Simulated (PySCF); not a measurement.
All values below come from B3LYP-D3(BJ)/def2-TZVP // BP86-D3(BJ)/def2-SVP (PySCF 2.14.0). Gas-phase values, no solvent. One relaxed conformer stands for a flexible species; it need not be the lowest. B3LYP has the VWN-RPA correlation part, as in Gaussian. 

Reference species: [W(Cl)(OH)5] (neutral, multiplicity 1).

HOMO: -8.05 eV
LUMO: -3.31 eV
HOMO–LUMO gap: 4.74 eV
charge on the central atom (Mulliken): 1.50 e

Changed species: [W(Cl)2(OH)4] (4 of 6 Cl replaced by OH; the reference has 5 of 6 Cl replaced by OH).

### Question
What does the change do to the HOMO, LUMO, HOMO–LUMO gap and charge on the central atom (Mulliken)?

### Answer
the HOMO increases by 0.09 eV, to -7.96 eV; the LUMO falls by 0.82 eV, to -4.13 eV; the HOMO–LUMO gap drops by 0.91 eV, to 3.83 eV; the charge on the central atom (Mulliken) falls by 0.02 e, to 1.48 e.
